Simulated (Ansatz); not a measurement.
Species: iminoborane, sum formula BNH2 (charge 0, singlet). 
Geometry from a B3LYP-D3(BJ)/def2-TZVP (Ansatz, a quantum-chemistry and plane-wave program) optimisation:
SMILES: B=N
```xyz
4

B      0.0000     0.0000    -0.6920
N      0.0000     0.0000     0.5409
H      0.0000     0.0000    -1.8589
H      0.0000     0.0000     1.5327
```
Charge 0, spin multiplicity 1.

Basis-set convergence of Hartree-Fock and CCSD correlation energies (hartree) with Ansatz. Cores are frozen in the correlated levels unless marked. Spin-orbit coupling is left out. Non-relativistic.

```json
[
 {"basis": "def2-SVP", "functions": "38", "E(HF)": "-80.23612", "E(corr, CCSD)": "-0.26506"},
 {"basis": "def2-TZVPP", "functions": "90", "E(HF)": "-80.32951", "E(corr, CCSD)": "-0.31458"},
 {"basis": "def2-QZVPP", "functions": "174", "E(HF)": "-80.33353", "E(corr, CCSD)": "-0.33152"}
]
```

Extrapolating the two largest sets (X = 3 and 4) as X^-3: E(corr) = (64·(-0.33152) - 27·(-0.31458))/37 = -0.3439 Eh, an estimate of the basis-set limit. The largest set recovers 96.4 % of it, the smallest 77.1 %.
